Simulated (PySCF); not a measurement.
## Multinuclear NMR of C4H12FPSi2

Numbering as in the mapped SMILES `[CH3:1][SiH2:2]/[CH:3]=[C:4](/[CH2:5][F:6])[SiH2:7][PH2:8]`; H(Xn) means a hydrogen on atom n.

[PySCF: GFN2-xTB geometry; shielding tensors at PBE0/pcSseg-1 (GIAO); no relativistic terms; a single conformation; fast rotation and ring inversion assumed for equivalent nuclei; no solvent]

**Question.** What are the 19F shifts?

**Answer.** 
```json
{"atoms": "F6", "environment": "fluorine on an sp3 carbon", "σ (ppm)": "420.5", "δ (ppm)": "-218.8"}
```

Shieldings were converted by a linear fit to measured shifts: 19F: δ = 146.13 − 0.903σ +14.6 on sp3 carbon (rms 6.0 ppm, 223 shifts, 7.0 ppm with the 5 outliers that the fit left out vs CFCl3, solution or neat liquid). A few per cent of atoms miss by over 2 rms, more outside the fitted compound classes.

On a 300 MHz spectrometer 19F resonates near 282.3 MHz, so 1 ppm is 282.3 Hz.

**Question.** What are the 31P shifts?

**Answer.** 
```
atoms                   environment  σ (ppm)  δ (ppm)
   P8  phosphorus bonded to Si, 2 H    626.5   -248.9
```

Shieldings were converted by a linear fit to measured shifts: 31P (scatter 18.1 ppm rms vs H3PO4, solution or neat liquid). A few per cent of atoms miss by over 2 rms, more outside the fitted compound classes.

On a 300 MHz spectrometer 31P resonates near 121.4 MHz, so 1 ppm is 121.4 Hz.

**Question.** Where does 29Si resonate?

**Answer.** 
```json
{"atoms": "Si2", "environment": "silicon bonded to 2 C, 2 H", "σ (ppm)": "406.0", "δ (ppm)": "-53.8"}
{"atoms": "Si7", "environment": "silicon bonded to C, P, 2 H", "σ (ppm)": "412.6", "δ (ppm)": "-59.2"}
```

Shieldings were converted by a linear fit to measured shifts: 29Si: δ = 279.94 − 0.822σ (rms 8.9 ppm, 72 shifts, 25.8 ppm with the 6 outliers that the fit left out vs TMS, solution or neat liquid). Occasional misses reach two or three times the rms, and more in compound classes unlike the fitted ones.

On a 400 MHz spectrometer 29Si resonates near 79.5 MHz, so 1 ppm is 79.5 Hz.
